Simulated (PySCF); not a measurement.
Run record: geometry optimisation, `C=C=C=CN(C)C`.

Method: PBE0-D3(BJ)/def2-SVP geometry optimisation, gas phase (PySCF 2.14.0). Start geometry: GFN2-xTB. The input is one job of a driver script: a line of settings, then coordinates in Å.

Input:
```
{"job": {"xc": "PBE0", "basis": "def2-SVP", "d3": "d3bj", "grid": 2, "kind": "geom"}, "charge": 0, "multiplicity": 1}
C      3.662151    -0.135419     0.201871
C      2.413387     0.198642    -0.020743
C      1.224071     0.522219    -0.250964
C     -0.032586     0.857222    -0.496982
N     -1.133016     0.281829     0.087516
C     -2.411682     0.401358    -0.561075
C     -0.941019    -0.908981     0.873791
H      4.478477     0.411923    -0.239467
H      3.915818    -0.969712     0.834928
H     -0.252216     1.684715    -1.161284
H     -2.560923    -0.369194    -1.330358
H     -2.500065     1.380346    -1.029569
H     -3.203654     0.299038     0.183121
H     -1.789442    -1.037146     1.546737
H     -0.029693    -0.799977     1.459551
H     -0.847206    -1.807919     0.250564
```

Output:
```
step   0  E = -288.15563959  max force = 0.013195
step   1  E = -288.15770757  max force = 0.002726
step   2  E = -288.15774257  max force = 0.001800
step   3  E = -288.15777075  max force = 0.002368
step   4  E = -288.15779718  max force = 0.000393
step   5  E = -288.15779502  max force = 0.000420
step   6  E = -288.15780246  max force = 0.000235
optimisation converged
```

Energies in Eh; «max force» is the largest Cartesian gradient component in Eh/bohr.

Task: Give the first gradient maximum in eV/Å.

Result: With 1 Eh/bohr = 51.422 eV/Å, 0.679 eV/Å.

Task: How much energy does the optimisation release, in eV?

Result: E(step 0) − E(last step) = 0.002163 Eh, which is 0.059 eV.

In short: final energy -288.15780 Eh after 6 steps; dipole 3.20 D.

Task: Where do the atoms end?

Result: 0.073 Å rms from the input after alignment:
```
atom  x, y, z in Å
C1     4.0084   -0.2557    0.1167
C2     2.7390    0.0460   -0.1094
C3     1.5227    0.3337   -0.3287
C4     0.2537    0.6737   -0.5747
N5    -0.8613    0.0904   -0.0426
C6    -2.1407    0.3022   -0.6626
C7    -0.7167   -1.0704    0.7920
H8     4.8169    0.3360   -0.3229
H9     4.2848   -1.1049    0.7487
H10    0.0448    1.5156   -1.2469
H11   -2.3723   -0.4565   -1.4367
H12   -2.1674    1.2924   -1.1395
H13   -2.9404    0.2673    0.0940
H14   -1.5965   -1.1717    1.4449
H15    0.1804   -0.9624    1.4179
H16   -0.6080   -2.0026    0.2035
```

The run took 49 s on one thread, Arm Neoverse V2 (aarch64), no GPU, on a shared host, and the process peaked at 0.76 GiB of memory.
Labels such as C1 count atoms from 1, the log's own numbers from 0.
